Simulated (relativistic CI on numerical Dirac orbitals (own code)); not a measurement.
**What each ingredient does to the levels of Cd XLVII**

Base calculation: Dirac-Coulomb-Breit CI, orbitals from a KLI potential per configuration, a model potential for QED, unscaled Slater integrals.

Configuration list: 1s², 1s2s, 1s2p, 1s3s, 1s3p, 1s3d, 1s4s, 1s4p, 1s4d, 1s4f, 1s5s, 1s5p, 1s5d, 1s5f, 1s5g, 1s6s, 1s6p, 1s6d. Levels of other configurations are missing.

Variants: (1) Breit term removed. Shifts of the energy above 1s² ¹S0, in eV, for the lowest level and the first level of each name with at least 55 % of one term (blank where a level changes its place among those of its configuration and J or its character, or is not in the variant):

| Level | Base | Δ(1) |
| --- | --- | --- |
| 1s² ¹S0 | 0.0 | 0.0 |
| 1s2s ³S1 | 23552.4 | +40.8 |
| 1s2p ³P°1 | 23619.4 | +39.7 |
| 1s2p ³P°0 | 23620.7 | +25.4 |
| 1s2s ¹S0 | 23623.5 | +32.7 |
| 1s2p ³P°2 | 23850.9 | +39.9 |
| 1s2p ¹P°1 | 23882.1 | +37.9 |
| 1s3s ³S1 | 27980.6 | +40.8 |
| 1s3p ³P°1 | 27998.9 | +40.5 |
| 1s3p ³P°0 | 27999.3 | +36.6 |
| 1s3s ¹S0 | 27999.6 | +38.4 |
| 1s3p ³P°2 | 28067.8 | +40.6 |
| 1s3d ³D2 | 28075.4 | +41.2 |
| 1s3d ³D1 | 28076.4 | +40.0 |

At this charge energies of transitions that change n are usually good to better than 1 %, and those within a shell (Δn = 0) to a few per cent.

Ionisation energy from the two ground configurations alone: base 31448.6 eV; Breit term removed 31489.4 eV. The NIST ASD value (theoretical) is 31451.1 eV.

LS names give the leading component of a level, which can be under half, so a name can repeat, a term be missing and a line seem to break the LS rules.
